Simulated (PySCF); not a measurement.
**Assignment exercise: C$_{2}$H$_{10}$N$_{2}$OSi$_{2}$**

Geometry:
```tsv
atom	x (Å)	y (Å)	z (Å)
C1	-0.337	-2.018	0.629
Si2	0.263	-0.370	-0.116
N3	1.130	-0.859	-1.545
Si4	1.055	1.295	1.281
N5	-1.193	0.334	-0.879
C6	-1.607	1.558	-0.572
O7	-1.071	2.289	0.236
H8	0.488	-2.548	1.094
H9	-0.761	-2.672	-0.128
H10	-1.091	-1.859	1.394
H11	1.471	-0.139	-2.164
H12	1.850	-1.555	-1.429
H13	2.302	0.753	1.887
H14	1.516	2.487	0.573
H15	0.200	1.592	2.425
H16	-1.712	-0.169	-1.580
H17	-2.510	1.895	-1.116
```

[PySCF 2.14: GIAO PBE0/pcSseg-1 shieldings; structure optimised with GFN2-xTB; no solvent model; no relativistic terms; equivalent nuclei averaged; a single conformation]

Chemical shifts δ = σref − σ; ¹³C (186.93 ppm) and ¹H (31.72 ppm) vs TMS, all at this level.

Question: Assign these signals to the numbered atoms. ¹³C{¹H} NMR (computed): δ 168.3 (CH), 3.1 (CH3).

Answer: 
168.3 → C6, amide carbonyl carbon: it is a carbonyl in resonance with an O or N lone pair, the region of acids, esters and amides
3.1 → C1, methyl carbon bonded to Si: an electropositive neighbour leaves it electron-rich and shielded

Question: Assign these signals to the numbered atoms. ¹H NMR (400 MHz, computed): δ 8.30 (s, 1H), 4.68 (br s, 1H), 3.67 (s, 3H), 0.33 (s, 3H), 0.17 (br s, 2H).

Answer: 
| δ (ppm) | atoms | environment | reason |
| --- | --- | --- | --- |
| 8.30 | H17 | hydrogen on an amide carbonyl carbon | – |
| 4.68 | H16 | hydrogen on an amide-type nitrogen | labile proton, position sensitive to the medium |
| 3.67 | H13/H14/H15 | hydrogen on a silicon bonded to Si | – |
| 0.33 | H8/H9/H10 | hydrogen on a methyl carbon bonded to Si | an electropositive neighbour shields it, as in TMS itself |
| 0.17 | H11/H12 | hydrogen on a nitrogen bonded to Si | exchangeable, gas-phase position |

OH/NH shifts are gas-phase values; hydrogen bonding in solution moves them, usually downfield. Shifts are as computed. Against solution values, carbons near 30 ppm lie about +3 ppm off and those near 130 ppm about +5 ppm. Of 1309 compounds with measured shifts, 239 miss one by over three times the rms of a fit or turn the order of signals round; such compounds aren't used in these exercises. Hydrogen bonding in solution deshields acid and N–H amide carbonyl carbons by as much as 10 ppm beyond these values. No couplings were computed; multiplicities are counted from neighbouring protons, with m where these are inequivalent, close in shift, in a saturated or five-membered ring or joined by F or P, and br s for small geminal =CH2 splittings.
